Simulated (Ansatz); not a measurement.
`N[SiH2]N[SiH](N)O` and `N[Si@H](O)N[Si@@H](N)F` differ in one atom or group.

Ansatz, PBE0-D4/def2-TZVP geometries, multiplicity 1. Each molecule was computed in one conformer, which needn't be the lowest.

```json
{"property": "size of the dipole moment (PBE/def2-TZVPP) / D", "`N[SiH2]N[SiH](N)O`": "2.76"}
{"property": "LUMO energy (PBE0/def2-TZVPP) / eV", "`N[SiH2]N[SiH](N)O`": "0.53"}
{"property": "HOMO–LUMO gap (PBE/def2-TZVPP) / eV", "`N[SiH2]N[SiH](N)O`": "5.70"}
{"property": "HOMO energy (PBE/def2-TZVPP) / eV", "`N[SiH2]N[SiH](N)O`": "-5.99"}
{"property": "HOMO–LUMO gap (ωB97M-V/def2-TZVPP) / eV", "`N[SiH2]N[SiH](N)O`": "11.83"}
{"property": "size of the dipole moment (ωB97M-V/def2-TZVPP) / D", "`N[SiH2]N[SiH](N)O`": "2.81"}
```

(1) What does the change do to each property? (Best estimate.)

Results:

(1) Computed: 
| property | `N[Si@H](O)N[Si@@H](N)F` | shift |
| --- | --- | --- |
| size of the dipole moment (PBE/def2-TZVPP) / D | 3.07 | 0.31 |
| LUMO energy (PBE0/def2-TZVPP) / eV | 0.68 | 0.15 |
| HOMO–LUMO gap (PBE/def2-TZVPP) / eV | 5.98 | 0.28 |
| HOMO energy (PBE/def2-TZVPP) / eV | -6.14 | -0.15 |
| HOMO–LUMO gap (ωB97M-V/def2-TZVPP) / eV | 12.12 | 0.29 |
| size of the dipole moment (ωB97M-V/def2-TZVPP) / D | 3.14 | 0.33 |

With PBE0 the HOMO falls by 0.16 eV and the LUMO rises by 0.15 eV, so the gap widens by about 0.31 eV. PBE moves the HOMO by -0.15 eV and ωB97M-V by -0.21 eV. Dipoles are sizes alone; their direction can turn.
